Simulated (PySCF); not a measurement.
Record of a relaxation.

C₆H₉Cl.
SMILES with atom numbers: `[Cl:1][C@H:2]1[CH2:3][C:4]12[CH2:5][CH2:6][CH2:7]2` (hydrogens: H8 on C2; H9, H10 on C3; H11, H12 on C5; H13, H14 on C6; H15, H16 on C7)

Computed by this run: PySCF, PBE0-D3(BJ)/def2-SVP geometry optimisation, gas phase; density fitting, grid level 1; the optimiser is geomeTRIC in internal coordinates, started from a GFN2-xTB structure. The frame can shift and turn from step to step; on so coarse a grid that alone can change the energy by a few meV, and forces under 0.02 eV/Å are noise.

Step 0: E = -18870.2949 eV, largest atomic force 0.639 eV/Å
```
atom  x, y, z in Å  |  force x, y, z in eV/Å
Cl1    -1.607    2.476   -0.279   -0.035   0.084   0.077
C2     -1.293    0.834   -0.823    0.556   0.306  -0.067
C3     -0.091    0.576   -1.683   -0.361  -0.092   0.428
C4     -0.121    0.100   -0.264   -0.096   0.082  -0.203
C5      0.779    0.559    0.871   -0.076  -0.160  -0.026
C6      0.808   -0.888    1.396   -0.098   0.101  -0.206
C7     -0.106   -1.335    0.240    0.056   0.145   0.069
H8     -2.217    0.309   -1.022   -0.321  -0.289  -0.061
H9      0.547    1.414   -1.920    0.268   0.444  -0.043
H10    -0.192   -0.145   -2.482   -0.081  -0.392  -0.352
H11     0.312    1.280    1.539   -0.179   0.310   0.204
H12     1.743    0.949    0.549    0.341   0.179  -0.102
H13     1.794   -1.346    1.386    0.355  -0.197   0.062
H14     0.370   -1.013    2.384   -0.108  -0.074   0.391
H15    -1.080   -1.714    0.548   -0.362  -0.169   0.086
H16     0.346   -2.045   -0.451    0.142  -0.279  -0.256
```

Step 1: E = -18870.3269 eV, largest atomic force 0.133 eV/Å
```
atom  x, y, z in Å  |  force x, y, z in eV/Å
Cl1    -1.772    2.957   -0.140    0.024  -0.052  -0.027
C2     -1.440    1.331   -0.734   -0.129  -0.033   0.008
C3     -0.270    1.085   -1.628    0.060   0.034  -0.074
C4     -0.254    0.591   -0.214   -0.001   0.017   0.019
C5      0.658    1.049    0.918    0.035   0.085   0.009
C6      0.681   -0.401    1.449    0.043  -0.044   0.080
C7     -0.234   -0.851    0.288   -0.055  -0.063  -0.038
H8     -2.368    0.775   -0.911    0.060   0.043   0.022
H9      0.366    1.944   -1.866   -0.017  -0.030   0.013
H10    -0.391    0.360   -2.440   -0.011   0.030   0.022
H11     0.188    1.790    1.584    0.009  -0.014  -0.017
H12     1.632    1.445    0.592   -0.015  -0.008   0.003
H13     1.676   -0.871    1.453   -0.025   0.010   0.003
H14     0.243   -0.527    2.450    0.009   0.004  -0.025
H15    -1.216   -1.245    0.591    0.017   0.003  -0.011
H16     0.226   -1.566   -0.412   -0.004   0.018   0.012
```

Step 2: E = -18870.3275 eV, largest atomic force 0.024 eV/Å
```
atom  x, y, z in Å  |  force x, y, z in eV/Å
Cl1    -1.770    2.952   -0.139   -0.001   0.001  -0.009
C2     -1.442    1.328   -0.734   -0.015   0.003   0.018
C3     -0.270    1.085   -1.628    0.014   0.005  -0.014
C4     -0.254    0.590   -0.214    0.013  -0.006   0.001
C5      0.659    1.051    0.917   -0.004   0.008  -0.002
C6      0.681   -0.401    1.451    0.008  -0.007   0.007
C7     -0.233   -0.852    0.288   -0.011  -0.003  -0.005
H8     -2.368    0.774   -0.909    0.001  -0.001   0.003
H9      0.365    1.944   -1.865   -0.004   0.001   0.005
H10    -0.393    0.364   -2.442   -0.003   0.000   0.002
H11     0.189    1.792    1.582    0.000  -0.001   0.000
H12     1.633    1.445    0.591   -0.001  -0.008  -0.003
H13     1.675   -0.871    1.456   -0.001   0.000   0.000
H14     0.242   -0.525    2.451   -0.005   0.005  -0.003
H15    -1.216   -1.246    0.589    0.002  -0.001  -0.001
H16     0.227   -1.566   -0.412    0.008   0.005   0.002
```

Step 3: E = -18870.3275 eV, largest atomic force under 0.02 eV/Å
```
atom  x, y, z in Å  |  force x, y, z in eV/Å
Cl1    -1.774    2.953   -0.144    0.005   0.002   0.007
C2     -1.442    1.328   -0.733    0.002   0.000  -0.001
C3     -0.270    1.086   -1.628   -0.007  -0.010   0.000
C4     -0.253    0.590   -0.214    0.013   0.010  -0.003
C5      0.660    1.051    0.917   -0.009  -0.004   0.002
C6      0.681   -0.401    1.452    0.003   0.002  -0.007
C7     -0.232   -0.852    0.287   -0.007   0.007   0.005
H8     -2.368    0.772   -0.907   -0.007  -0.009  -0.003
H9      0.363    1.946   -1.865    0.001   0.005   0.004
H10    -0.394    0.364   -2.442    0.000  -0.003  -0.003
H11     0.191    1.793    1.581    0.001   0.004   0.002
H12     1.634    1.444    0.590    0.003  -0.005  -0.004
H13     1.675   -0.871    1.458    0.003  -0.002   0.002
H14     0.241   -0.524    2.451   -0.006   0.003   0.001
H15    -1.215   -1.248    0.588   -0.001  -0.004  -0.001
H16     0.230   -1.566   -0.412    0.007   0.003  -0.002
```

Question: Summarise the path.

Answer: The energy falls by 0.75 kcal/mol from step 0 to step 3; nine tenths of that is first reached at step 1. It falls at every step. The largest force goes from 0.639 to under 0.02 eV/Å. Among the bonds C3–H10 changes most (a near tie, within 0.001 Å, with another), from 1.080 to 1.095 Å; the atoms move by 0.029 Å rms after alignment.

The cost below is that of the whole optimisation. Time: 59 s wall, 53 s CPU. Hardware: an x86-64 server with one thread (shared host).
